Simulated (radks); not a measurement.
Q: Spherical quantum dot in the effective-mass picture: electrons in a parabolic well V = omega^2 r^2 / 2 with omega = 4.35, with a point charge +1 (a donor) at the centre, all in effective atomic units (hartree* = m*/eps^2 hartree, bohr* = eps/m* bohr), one dielectric constant everywhere. Calculated with a radial shooting solver with Libxc functionals: non-relativistic Kohn-Sham, LDA (Slater exchange, Perdew-Wang correlation), spin-polarised, spherical densities. Levels are named by radial order and angular momentum (1s, 1p, 1d, 2s, ...), and open shells are averaged over m. Results are scaled to m* = 0.172 and eps = 4.9, for which hartree* = 194.9 meV and bohr* = 1.508 nm. At N = 32 the configuration is 1s2 1p6 1d10 2s2 1f(up 7, down 5). Does electron 33 go into 1f down or 2p up or 2p down?

A: Into 1f down. The total energies of the other choices lie higher by 35.1 meV (2p up), 41.3 meV (2p down).
